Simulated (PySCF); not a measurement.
**Spectroscopy problems**

Theory: geometry from GFN2-xTB, shielding tensors at PBE0/pcSseg-1 (GIAO), in PySCF 2.14 (averaged over atoms made equivalent by symmetry, fast rotation or ring inversion, a single conformation, no relativistic terms, isolated molecule).

Chemical shifts δ = σref − σ; ¹H (31.72 ppm), ¹³C (186.93 ppm) against TMS, all at this level. Splittings of carbon signals by F and P are missing where no couplings were computed. Where no couplings were computed, multiplicities follow the n + 1 count of equivalent neighbours, and m marks all less simple cases (inequivalent or close neighbours, rings, F or P nearby). Shifts are as computed. Against solution values, carbons near 30 ppm lie about +3 ppm off and those near 130 ppm about +5 ppm. Of 1309 compounds with measured shifts, 239 miss one by over three times the rms of a fit or turn the order of signals round; such compounds aren't used in these exercises. OH and NH positions are gas-phase values without hydrogen bonding to other molecules.

Problem. C5H5NOSi. ¹H NMR (400 MHz, computed): δ 9.55 (s, 1H), 4.87 (s, 2H), 0.65 (br s, 2H). ¹³C{¹H} NMR (computed): δ 181.0, 108.6, 94.2, 89.4, 76.7. Identify the compound.

Solution. SMILES [SiH2](N)C#CC#CC=O. Rings plus π bonds: 5 (no ring in the answer). 5 carbon signals for 5 carbons: no two carbons are equivalent. Carbon types of the structure: 4 × C, 1 × CH, leaving 4 H on heteroatoms. δC 181.0: aldehyde carbonyl carbon; low-lying n→π* states of the double bond to the heteroatom give a large paramagnetic term (-245 ppm). δC 108.6, 94.2, 89.4, 76.7: alkyne carbon. δH 9.55: hydrogen on an aldehyde carbonyl carbon; the C=O anisotropy and electron withdrawal place aldehyde protons far downfield. δH 0.65: hydrogen on a nitrogen bonded to Si; exchangeable; this is the value without hydrogen bonding to other molecules.

The data come from this structure; uniqueness wasn't tested.

Problem. C4H6F2O2Si. ¹H NMR (400 MHz, computed): δ 8.29 (m, 1H), 5.45 (m, 1H), 5.19 (m, 1H), 5.02 (m, 1H), 1.81 (m, 1H), 1.58 (m, 1H). ¹³C{¹H} NMR (computed): δ 170.6, 118.3, 97.0, 23.8. Give a structure.

Solution. SMILES O=CO[C@@]1(F)[SiH2]C[C@H]1F. The formula gives 2 degrees of unsaturation (1 ring in the answer). 4 carbon signals for 4 carbons: no two carbons are equivalent. Carbon types of the structure: 1 × C, 2 × CH, 1 × CH2, leaving 2 H on heteroatoms. δC 170.6: ester carbonyl carbon; lone-pair donation from the attached heteroatom keeps it upfield of a ketone carbonyl. δC 118.3: fully substituted sp3 carbon bonded to F and O and Si; 2 electronegative neighbours deshield it. δC 97.0: sp3 CH bonded to F; deshielded by the electronegative neighbour. δH 5.45: hydrogen on an sp3 CH bonded to F; its carbon carries F, hence the downfield position.

The data come from this structure; uniqueness wasn't tested.

Problem. C4H12NPSi. ¹H NMR (600 MHz, computed): δ 8.43 (m, 1H), 5.56 (m, 2H), 2.34 (m, 1H), 1.09 (d, 6H), 0.95 (m, 2H). ¹³C{¹H} NMR (computed): δ 189.2, 46.0, 20.7. What is it?

Solution. SMILES CC(C)/C=N/[SiH2]P. 3 carbon signals for 4 carbons: some carbons are equivalent by symmetry or fast rotation. Carbon types of the structure: 2 × CH, 2 × CH3, leaving 4 H on heteroatoms. δC 189.2: C=N carbon. δC 46.0: sp3 CH; a saturated carbon with 3 carbon neighbours and no heteroatom attached. δC 20.7: methyl carbon; aliphatic region, no heteroatom directly attached. δH 5.56: hydrogen on a silicon bonded to N, P.

This is the structure that produced the data.

Problem. C6H10F2. ¹H NMR (300 MHz, computed): δ 5.94 (m, 1H), 5.81 (q, 1H), 2.61 (m, 2H), 1.95 (s, 3H), 1.81 (d, 3H). ¹³C{¹H} NMR (computed): δ 137.0, 130.8, 124.1, 41.1, 29.3, 17.0. What is it?

Solution. `C/C=C(/C)CC(F)F`. Rings plus π bonds: 1 (no ring in the answer). 6 carbon signals for 6 carbons: no two carbons are equivalent. Carbon types of the structure: 1 × C, 2 × CH, 1 × CH2, 2 × CH3, which accounts for all hydrogens. δC 137.0: fully substituted alkene carbon; the olefinic region. δC 130.8: alkene CH; as expected for a trigonal carbon in a double bond. δC 124.1: sp3 CH bonded to 2 F; 2 electronegative neighbours deshield it. δC 29.3, 17.0: allylic methyl carbon; aliphatic region, no heteroatom directly attached.

This is the structure that produced the data.
